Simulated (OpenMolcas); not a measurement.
## Ionisation energies of rubidium

* Program: OpenMolcas
* Basis: ANO-RCC-VDZP [6s5p2d]
* Scalar Hamiltonian: DKH2, point nucleus
* Spin-orbit coupling: RASSI with atomic mean-field integrals over the reference wave functions, term energies averaged over their components

Active shells in each charge state: the valence s, p shells, with orbitals averaged over the low states. Where CASPT2's correlated closed shells are named, they are those of the first ion.

A. CASSCF
B. SS-CASPT2, IPEA 0.25 Eh, imaginary shift 0.1 Eh (closed shells correlated: 4s 4p)
C. SS-CASPT2, IPEA 0 Eh, imaginary shift 0.1 Eh (closed shells correlated: 4s 4p)
D. SS-CASPT2, IPEA 0.25 Eh, imaginary shift 0.1 Eh (closed shells correlated: 3d 4s 4p)
E. SS-CASPT2, IPEA 0.25 Eh, imaginary shift 0.1 Eh (closed shells correlated: none)

Energies in eV between the lowest computed levels, named as in B; reference values from the NIST Atomic Spectra Database with their kind.

| From | To | A | B | C | D | E | Spin-orbit share in B | Reference |
| --- | --- | --- | --- | --- | --- | --- | --- | --- |
| Rb 5s ²S_1/2 | Rb+ 4p⁶ ¹S₀ | 3.799 | 4.004 | 4.019 | 4.004 | 3.799 | +0.000 | 4.177 (measured) |

Error against the reference values, in %:

```csv
From,Reference,A,B,C,D,E
Rb,measured,-9.0,-4.1,-3.8,-4.1,-9.0
```

Absolute error against the one measured value: A 0.38 eV, B 0.17 eV, C 0.16 eV, D 0.17 eV, E 0.38 eV.
